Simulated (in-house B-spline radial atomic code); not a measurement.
**BSE on G0W0@HF excitations of the aluminium ion Al³⁺**

Method: BSE on G0W0@HF. Computed with a B-spline radial code for spherical atoms: linear response of the closed shell [He] 2s2 2p6 with a statically screened interaction on G0W0 levels; scalar-relativistic (spin-free one-electron X2C), finite nucleus, no spin-orbit coupling, no double excitations, S, P, D and F terms only. Only terms of natural parity with L up to 3 were computed.

Command:
```bash
python run_td.py task.json out
```
Settings (radii: box in bohr, nucleus in fm):
```
Z                        13
electrons                10
configuration            [He] 2s2 2p6
hamiltonian              x2c
method                   bse
box_radius               23.08
rms_radius               3.061
intervals                74
```

Run time, properties included: 9.8 s on 1 thread of Arm Neoverse N1, with other jobs on the host.

The lowest states, in the order of their Tamm-Dancoff energies; the method's threshold (minus the highest G0W0 level) is 120.41 eV. Labels give the largest channel, * marks a mixed state, and oscillator strengths are full-response dipole values. Energies in eV:

```tsv
state	full response	Tamm-Dancoff	oscillator strength
2p → 3s 3P	76.83	76.85	-
2p → 3s 1P	77.79	77.81	0.228
2p → 3p 3S	83.51	83.57	-
2p → 3p 3D	84.82	84.84	-
2p → 3p 1D	85.47	85.48	-
2p → 3p 1S	89.01	89.37	-
2p → 3d 3P	94.55	94.56	-
2p → 3d 3F	94.85	94.86	-
2p → 3d 1F	95.15	95.15	-
2p → 3d 1P	95.93	95.99	0.74
2p → 4s 3P	99.85	99.86	-
2p → 4s 1P	100.13	100.13	0.0445
2p → 4p 3S	102.17	102.19	-
2p → 4p 3D	?	?	-
2p → 4p 1D	102.81	102.81	-
2p → 4p 1S	104.05	104.19	-
2p → 4d 3P	106.01	106.01	-
2p → 4d 3F	106.13	106.13	-
2p → 4d 1F	?	?	-
2p → 4d 1P	106.67	106.70	0.317
2p → 4f 3D	106.74	106.74	-
2p → 4f 1D	106.75	106.75	-
```

(1) Where does 2p → 4d 1F lie?

(2) Where does 2p → 4p 3D lie?

(3) How large is the singlet-triplet splitting of 2p → 3s (P terms) in Tamm-Dancoff?

(4) What polarisabilities and dispersion coefficient does the method give?

Answers

(1) At 106.27 eV in full response, 106.27 eV in Tamm-Dancoff.

(2) At 102.60 eV in full response, 102.61 eV in Tamm-Dancoff.

(3) 0.961 eV, from the unrounded values.

(4) Dipole 0.2632 bohr³, quadrupole 0.2148 bohr⁵, C6 0.241 hartree·bohr⁶ for two such species.
